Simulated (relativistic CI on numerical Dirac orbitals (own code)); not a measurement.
## Pm³⁺: 5s photoemission

Computed with this model: Dirac-Coulomb-Breit CI, separate exchange-only KLI orbitals for each configuration, model QED, valence Slater integrals scaled by 0.8, multiplet model of photoemission in the sudden approximation; configurations [Xe] 4f4 → [Kr] 4d10 4f4 5s 5p6; 80 K; Lorentzian 1.5 eV and Gaussian 0.6 eV FWHM. Energies are those of the free ion, without screening or charge transfer. The energies are binding energies and can lie tens of eV above those of solids. Without intra-shell correlation the exchange splitting of an s hole comes out too large, often by half or more. S is read from ⟨S²⟩ = S(S + 1).

free ion: ground-state S = 1.98, centroid 78.54 eV. Peaks (eV, height): 77.6 (100), 79.8 (68).

Strongest unbroadened transitions for free ion:

| Energy (eV) | Relative strength |
| --- | --- |
| 77.63 | 100.0 |
| 77.76 | 39.6 |
| 79.62 | 0.1 |
| 79.95 | 83.4 |
| 80.29 | 1.1 |
| 80.46 | 0.1 |
| 80.63 | 0.8 |
| 81.89 | 0.1 |
| 82.06 | 0.0 |
